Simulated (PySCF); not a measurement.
SMILES CB(C)[NH][GeH3] at its GFN2-xTB optimised geometry (Å):

```
15

Ge    -0.1082    -2.0567    -0.0099
N     -0.7401    -0.3436     0.0028
B     -0.0592     0.8820     0.0000
C     -0.8698     2.2475     0.0000
C      1.5238     0.8820     0.0000
H      0.7767    -2.3046     1.1724
H     -1.3182    -2.9366     0.0577
H      0.6551    -2.3344    -1.2694
H     -1.7502    -0.2902     0.0150
H     -0.4919     2.9366     0.7526
H     -0.7587     2.7533    -0.9583
H     -1.9366     2.1202     0.1748
H      1.9058     1.2026     0.9685
H      1.9323    -0.1109    -0.1985
H      1.9366     1.5676    -0.7372
```

Method: CAM-B3LYP/def2-TZVP (PySCF). Cells within 0.4 Å of a nucleus heavier than hydrogen are left out (blank, or x).

Map of the electrostatic potential (hartree/e), clipped to [-0.08, 0.12] on the plane z = 0.0 Å:

```
|00000000000000000000000000000|
|00000000000000000000000000000|
|00000000000000000000000000000|
|00000000000000000000000000000|
|00000000000122100000000000000|
|11000000015997310000000000000|
|11111112479999720000000000000|
|11111138999xx9931001000000000|
|11111249999xx9952233210000000|
|11111239999999997999720000000|
|11111224779999999999951000000|
|1111122333599xx999xx991000000|
|1111223345699xx999xx991000000|
|11122346999999999999971000000|
|111223599999x9999999992000000|
|11122359999xxx995599992000000|
|111223599999x9998679952100000|
|11122345899999999964421100000|
|11112233469999999963211100000|
|1111122235999xx99973211100000|
|1111112236999xx99963111100000|
|11111112499999999952111100000|
|11111112599999999942111100000|
|11111112499999999531111100000|
|11111111269967985321111100000|
|11111111123333443221111110000|
|11111111111112222211111111000|
|11111111111111111111111111000|
|11111111111111111111111111100|
```
Scale: ten equal steps from -0.013 (start of '0') to 0.120 (end of '9'), in the order '0123456789'; x runs from -5.00 to 5.00, y from -5.00 (bottom) to 5.00 (top).
